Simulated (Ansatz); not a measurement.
CH₃AlF₂, triplet, at the geometry of the source list (a higher spin typed on purpose: for a closed-shell molecule this is an excited state); BLYP/pcseg-2 (Ansatz, a quantum-chemistry and plane-wave program).

Here is a job for Ansatz.
Ansatz 0.2 input:
```yaml
crystal:
  periodic: [false, false, false]
  atoms:
    - {symbol: Al, position_ang: [0.81490000, 0.63880000, 0.02570000]}
    - {symbol: C, position_ang: [-0.73830000, -0.57370000, -0.02260000]}
    - {symbol: H, position_ang: [-0.54080000, -1.44460000, -0.64760000]}
    - {symbol: H, position_ang: [-1.61470000, -0.06150000, -0.41760000]}
    - {symbol: H, position_ang: [-0.97760000, -0.94770000, 0.97280000]}
    - {symbol: F, position_ang: [0.76570000, 2.19320000, -0.52460000]}
    - {symbol: F, position_ang: [2.29070000, 0.19550000, 0.61400000]}
basis:
  gaussian:
    orbitals: pcseg-2
hamiltonian:
  xc: blyp
magnetization: {spin_polarized: true, initial_magnetization: 2}
```

Problem. Write the output that Ansatz gives for this input, abridged.

Solution. 
```
Functional definition: BLYP
886 factors; their error is unknown
mean field evaluation 1: about -13101.5379 eV, gradient 5.6e1 eV
mean field evaluation 2: about -13065.4391 eV, gradient 7.9e1 eV
mean field evaluation 4: about -13112.8464 eV, gradient 3.5e1 eV
mean field evaluation 8: about -13117.4024 eV, gradient 1.4e0 eV
mean field evaluation 16: about -13117.3776 eV, gradient 1.2e-2 eV
mean field evaluation 32: about -13112.4833 eV, gradient 2.1e1 eV
mean field evaluation 64: about -13116.8475 eV, gradient 2.1e0 eV
mean field -13117.37762273 eV, -482.0547363574 hartree, gradient 3.0e-5 eV, S^2 2.002813; 6 other end points of the search recorded, 0 dependent functions left out
reference -13117.37798270 eV, -482.0547495860 hartree; 21, 19 occupied and 145, 147 virtual orbitals, 886 factors
Total energy: -13117.37798270 eV, -482.0547495860 hartree
```
